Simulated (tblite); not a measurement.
Compound: C5H6FNSi.
Cartesian coordinates in Å at the GFN2-xTB level; atoms count from 1:
```
atom  x, y, z in Å
C1     2.8783    0.4093   -0.3106
C2     1.8622   -0.2938    0.1784
F3     2.1300   -1.3954    0.9206
C4     0.4550   -0.0032   -0.0009
C5    -0.5356   -0.7385    0.5143
Si6   -2.3637   -0.3817    0.2908
C7    -2.4539    1.1504   -0.7764
N8    -2.4964    2.0890   -1.4316
H9     2.7013    1.2868   -0.9020
H10    3.8971    0.1194   -0.1272
H11    0.2497    0.8749   -0.5973
H12   -0.2643   -1.6067    1.1039
H13   -3.0402   -1.4537   -0.4438
H14   -3.0201   -0.0574    1.5597
```

Level: GFN2-xTB in tblite, geometry and Hessian alike; calculated harmonic values, unscaled, isolated species. The method is semi-empirical: single wavenumbers can be off by several per cent or more. Modes of hydrogen on silicon can be 10 to 20 % off. One conformer, not necessarily the lowest.

Harmonic wavenumbers (cm⁻¹): 30.3, 63.6, 123.4, 134.9, 152.8, 259.0, 259.1, 352.5, 397.5, 452.8, 531.7, 533.2, 566.6, 615.0, 684.2, 692.4, 758.7, 764.2, 835.1, 867.4, 881.7, 936.7, 1006.7, 1201.8, 1257.6, 1295.4, 1372.6, 1624.8, 1664.4, 2250.5, 2259.2, 2358.0, 3038.9, 3074.9, 3134.6, 3177.3.

A = 3279, B = 803.2, C = 650.1 MHz; mass 127.025 u (most abundant isotopes); point group Cs, symmetry number 1.

Problem. What is the zero-point energy?

Solution. ½Σν̃ = 19805 cm⁻¹ = 236.92 kJ/mol.

Problem. Give the ideal-gas entropy at 500 K and 1 bar in the rigid-rotor, harmonic-oscillator model (classical rotation).

Solution. Translation 180.02, rotation 130.37, vibration 196.39: S = 506.8 J/(mol K).

Problem. And Cp and H(500 K) − H(0)?

Solution. Cp = 204.42 J/(mol K), of which vibrations give 171.17 (their classical limit is 36 R = 299.3); H(500 K) − H(0) = 64.83 kJ/mol without the zero-point energy, 48.20 from vibrations.

Problem. What must be added to the electronic energy to get the Gibbs energy at 500 K and 1 bar?

Solution. ZPE + [H(500 K) − H(0)] − T·S = 236.92 + 64.83 − 253.39 = 48.36 kJ/mol.

Problem. Blend soft modes into free rotors: weight 1/[1 + (100 cm⁻¹/ν̃)⁴] for the oscillator and the rest for a rotor with moment μB/(μ + B), μ = h/(8π²ν), B = 10⁻⁴⁴ kg m². What vibrational entropy results?

Solution. 178.98 J/(mol K) in place of 196.39, which changes −T·S at 500 K by +8.70 kJ/mol.

Problem. Which modes carry the vibrational entropy at 500 K?

Solution. 30.3 cm⁻¹: 28.60; 63.6 cm⁻¹: 22.45; 123.4 cm⁻¹: 16.97; 134.9 cm⁻¹: 16.23; 152.8 cm⁻¹: 15.21; 259.0 cm⁻¹: 10.95 J/(mol K); the other 30 give 85.98 together.

Hindered rotation and anharmonicity are outside this model. Other conformers, if any are populated, would add a mixing term that is left out.
